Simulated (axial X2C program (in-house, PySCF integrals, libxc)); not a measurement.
**Curves of SeH by EOM-IP-CCSD**

Calculated with an axial X2C code built on PySCF integrals: two-component X2C with atomic mean-field Coulomb and Gaunt terms, Gaussian nuclei, basis Se dyall-acv3z, H dyall-av3z with contracted cores.

Energies in eV from the lowest point of the lowest state; states are followed by energy order within each Ω. Reference: SeH⁻, 8 electrons correlated in 94 virtual spinors with an MP2 remainder; levels at this size can be off by some tenths of an eV. Masses 79.917 and 1.008 u.

| R (Å) | (1)Ω=3/2 | (1)Ω=1/2 | (2)Ω=1/2 |
| --- | --- | --- | --- |
| 1.355 | 0.1670 | 0.3825 | 4.4338 |
| 1.414 | 0.0347 | 0.2504 | 4.2201 |
| 1.473 | 0.0000 | 0.2160 | 4.0907 |
| 1.539 | 0.0481 | 0.2644 | 4.0180 |
| 1.606 | 0.1633 | 0.3800 | 3.9997 |
| 1.694 | 0.3878 | 0.6052 | 4.0305 |

(1) Fit the curves (1)Ω=3/2, (1)Ω=1/2 near their minima.

For SeH⁻ at CCSD, and between the minima:

Re = 1.474 Å, ωe = 2355.6 cm⁻¹; removing the electron costs 2.151 eV without zero-point terms.

T1 of the reference reaches 0.012 (Lee–Taylor). Curves followed by order can swap character. Number of frozen shells: Se 3 s, 2 p, 1 d; H none. Roots with under 60 % one-particle weight at any point are counted in the labels but not shown, and the list ends where the roots sought for some Ω run out; states that need a further excitation are missing and may lie low or lowest. Curves with a minimum but no constants failed the fit check.

## Answers

(1) At EOM-IP-CCSD from SeH⁻ (the fit fixes ωe to about one per cent; ωe of higher roots by this method can be off by ten per cent):

| state | Te (cm⁻¹) | Re (Å) | ωe (cm⁻¹) |
| --- | --- | --- | --- |
| (1)Ω=3/2 | 0 | 1.468 | 2427.1 |
| (1)Ω=1/2 | 1740 | 1.468 | 2429.5 |
